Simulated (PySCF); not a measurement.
# C₆ coefficients of unlike pairs at UHF

Calculated with PySCF 2.14 from the dipole response of each species, C₆(A,B) = (3/π) ∫ α_A(iu) α_B(iu) du, in atomic units, from isotropic polarisabilities. For ions this is the dispersion term alone; charge-induced terms of lower order in 1/R come first.

```tsv
species	configuration	basis	relativity	α (bohr³)	C₆ (like pair)
Ni³⁺	[Ar] 3d7 (4F)	aug-cc-pwCVTZ (10s9p7d4f3g)	none	1.482	3.472
Ni⁺	[Ar] 3d9 (2D)	def2-QZVPPD (11s6p5d4f2g)	none	5.832	19.16
Ge³⁺	[Ar] 3d10 4s1 (2S)	aug-cc-pVTZ-PP with ECP10MDF (6s5p4d2f)	core potential	7.324	16.49
F²⁺	[He] 2s2 2p3 (4S)	dyall-av2z (11s7p2d)	none	1.270	1.555
```

**Question.** Estimate C₆ for Ni⁺ with Ni³⁺.

**Answer.** The integral gives 7.638. The combination rule 2 C_A C_B / (C_A α_B/α_A + C_B α_A/α_B) gives 7.179 and the geometric mean 8.157.

No spin-orbit coupling is included.

The other pairs:

```json
{"pair": "Ge³⁺, Ni⁺", "C₆": "16.78"}
{"pair": "F²⁺, Ni⁺", "C₆": "5.367"}
{"pair": "Ge³⁺, Ni³⁺", "C₆": "5.863"}
{"pair": "F²⁺, Ni³⁺", "C₆": "2.280"}
{"pair": "F²⁺, Ge³⁺", "C₆": "4.405"}
```
